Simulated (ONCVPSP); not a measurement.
Before and after: ONCV potential for La (Z = 57)

* Element: La (Z = 57)
* Generator: ONCVPSP 4.0.1
* Type: optimised norm-conserving Vanderbilt (ONCV)
* Functional: PBE
* Relativity: scalar-relativistic
* Frozen core: [Kr] 4d10
* Valence charge: 11
* Reference configuration: 5s2 5p6 5d1.5 6s1.5
* Partial waves: 5s+6s: rc 2.35 bohr, ncon 4, nbas 7, qcut 4.3 1/bohr, 2 projectors; 5p: rc 1.75 bohr, ncon 3, nbas 7, qcut 5 1/bohr, 2 projectors, debl 1.3 Ha; 5d: rc 2.50 bohr, ncon 4, nbas 7, qcut 4 1/bohr, 3 projectors, debl 1.3 Ha; f scattering state at 0.42 Ha: rc 1.75 bohr, ncon 4, nbas 7, qcut 6.8 1/bohr, local
* Local potential: the f channel
* Core correction: Teter function, fcfact 3.75, rcfact 1.1

In the f channel the program set the typed energies aside and used -0.129 Ha.

Change: reference 5s2 5p6 5d2 6s1. In the f channel the program set the typed energies aside and used -0.101 Ha.

Cutoffs: the cutoffs (Ha) at which the residual kinetic energy of the hardest occupied pseudo-wave falls to 1 and 0.1 mHa per electron; they do not see the model core or the augmentation charge, which bear on the density cutoff. Errors are all-electron minus pseudo energies relative to the spin-unpolarised reference configuration.

Q: What does the change do?

A: The potential gets neither clearly harder nor softer (12 Ha and 46 Ha → 12 Ha and 46 Ha); both files keep a bound ghost (p, s).

| quantity | base | changed |
| --- | --- | --- |
| cutoff, loose | 12 Ha | 12 Ha |
| cutoff, tight | 46 Ha | 46 Ha |
| loose cutoff by channel | s 7.7 Ha, p 12 Ha, d 5.7 Ha | s 7.7 Ha, p 12 Ha, d 5.6 Ha |
| bound ghosts | s, p | s, p |
| GHOST(+) flags under 300 eV | d at 157.7 eV | d at 158.0 eV |
| largest error over its own tests, meV | -9.9 | -4.1 |
| s: phases at 2.39 bohr within 0.05 rad from the reference energy up to (Ha; the scan ends near 5) | 3.8 | 3.8 |
| p: phases at 1.78 bohr within 0.05 rad from the reference energy up to (Ha; the scan ends near 5) | 4.7 | 4.7 |
| d: phases at 2.54 bohr within 0.05 rad from the reference energy up to (Ha; the scan ends near 5) | to the end of the scan | to the end of the scan |
| f: phases at 1.78 bohr within 0.05 rad from the reference energy up to (Ha; the scan ends near 5) | 0.2 | 0.2 |
| rms error of d²Exc/dni dnj with the model core, mHa | 0.57 | 0.57 |

Base: The cutoffs count occupied waves only; projector 1 of the f channel, the hardest unoccupied one, needs 66 Ha at the loose tolerance. Changed file: The cutoffs count occupied waves only; projector 1 of the f channel, the hardest unoccupied one, needs 66 Ha at the loose tolerance. A true bound ghost makes a file unfit for plane-wave use even where its test errors are small: the radial tests pick states by their node count and pass the ghost by.
